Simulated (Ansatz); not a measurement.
Li₃Cl₂, relaxed as a doublet with UKS PBE0-D4/def2-TZVP in Ansatz, starting from the GFN2-xTB geometry. Force threshold 0.02 eV/Å.

The relaxation made no stability test and no search for a lower SCF solution. The structure comes from a short search, and lower isomers may exist.

Start:

```xyz
5

Li    0.331    0.727    1.729
Li    1.867    0.353   -0.134
Li   -1.272   -0.624   -0.924
Cl    0.681   -0.505   -1.723
Cl   -1.606    0.049    1.052
```

```tsv
step	energy (eV)	largest force component (eV/Å)	SCF passes
1	-25655.8735	0.673	13
2	-25656.0926	0.235	17
3	-25656.1378	0.116	18
4	-25656.1395	0.103	17
5	-25656.1446	0.010	18
```

Force components are those of the run's own axes.

End:

```csv
atom,x (Å),y (Å),z (Å)
Li1,0.0950,0.7496,1.9262
Li2,2.0104,0.2851,-0.3977
Li3,-1.0527,-0.5172,-0.7643
Cl4,0.7717,-0.5733,-1.9571
Cl5,-1.8243,0.0558,1.1928
```

By distances, no bond broke or formed, bridged metal pairs apart. The bond that changes most is Li1–Li2, from 2.44 to 3.05 Å (atoms count from 1). Metal–metal contacts that move far: Li1–Li2 2.44 to 3.05 Å.

No frequencies were taken in this run, so the end may be a saddle point.

Run time 6.5 s (4 threads of Arm Neoverse V1 on a shared host).
